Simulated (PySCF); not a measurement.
**The Cr–F bond energy of CrF₄**

Level of theory: PBE/[Cr def2-SVP, F def2-SVP], no relativity, density fitting, PySCF.

Each entry is the lowest minimum that a search over a few typed start shapes (and spin states, where more than one is plausible) found, or that minimum re-optimised at the stated level; isomers with ligand–ligand bonds, or fragments after loss of a ligand pair, can lie lower.

Total energies (Eh), which compare only within these settings: F atom -99.53977.

| species | 2S+1 | group | E (Eh) | ZPE (kJ/mol) |
| --- | --- | --- | --- | --- |
| CrF₃ | 4 | D3h | -1343.24747 | 16.0 |
| CrF₄ | 3 | Td | -1442.95584 | 24.3 |

(1) What are De and D0 for CrF₄ → CrF₃ + F?

Answers

(1) De = [(-1343.24747) + (-99.53977) − (-1442.95584)] × 2625.5 = 443 kJ/mol. The zero-point energy changes by -8.3 kJ/mol, so D0 = 434 kJ/mol.

Atoms and open shells are unrestricted, without spin–orbit or basis-set superposition corrections.

One determinant describes each species, so states of open d or f shells may be missed.
